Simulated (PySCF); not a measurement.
A species of formula C4H7B has this rotational fingerprint, computed with PBE0-D3(BJ)/def2-SVP geometry optimisation, gas phase (PySCF 2.14.0):

- Rotational constants: A = 10881, B = 4719, C = 3636 MHz
- Dipole components: |μa| = 0.46 D, |μb| = 0.13 D, |μc| = 0.39 D
- Inertial defect: -14.55 u·Å²
- κ: -0.70

Question: Which structure is it? (One computed conformer of each.)
A. `[BH2:1][C@@H:2]1[CH2:3][C:4]1=[CH2:5]` with H–B1–C2–C3 -176° and 8°
B. `[BH2:1][C@H:2]1[CH:3]=[CH:4][CH2:5]1` with H–B1–C2–C3 38° and -148°
C. `[BH2:1][CH2:2][C:3]#[C:4][CH3:5]` with H–B1–C2–C3 179° and -1°
D. `[BH2:1]/[CH:2]=[CH:3]\[CH:4]=[CH2:5]` with C2–C3–C4–C5 180°

Answer: B. It is B[C@H]1C=CC1, an asymmetric top. The candidates at the same level (rigid rotor, commonest isotopes):

```csv
SMILES,A (MHz),B (MHz),C (MHz),μa (D),μb (D),μc (D),Δ (u·Å²),point group,rotor
B/C=C\C=C,16392,2789,2384,1.82,0.75,0.00,0.00,Cs,near-prolate asymmetric top
B[C@@H]1CC1=C,8389,4765,3537,0.76,0.80,0.40,-23.43,C1,asymmetric top
B[C@H]1C=CC1,10881,4719,3636,0.46,0.13,0.39,-14.55,–,asymmetric top
BCC#CC,23493,2094,1969,0.29,0.49,0.01,-6.19,–,near-prolate asymmetric top
```

`B/C=C\C=C` has A 51 % too high; `BCC#CC` has A 116 % too high; `B[C@@H]1CC1=C` has A 23 % too low. No structure here is proved a minimum.
